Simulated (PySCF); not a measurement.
C3H4, SMILES C1C=C1.

Geometry optimised at B3LYP-D3(BJ)/def2-TZVP.

Method: PySCF with r2SCAN/def2-TZVPD.

Isolated molecule, no solvent.

Computed frontier levels, gap, dipole moment and polarisability:
The highest occupied level is -6.28 eV, the lowest empty level comes out as -0.71 eV and the orbital gap is 5.56 eV. The dipole moment comes out as 0.50 D and the quadrupole, principal values (traceless, Buckingham form, about the centre of nuclear charge) comes out as -1.72, -0.47, 2.19 D·Å. The mean static polarisability is 34.4 bohr³ (5.09 Å³) and the polarisability, principal values comes out as 27.8, 37.1, 38.2 bohr³.
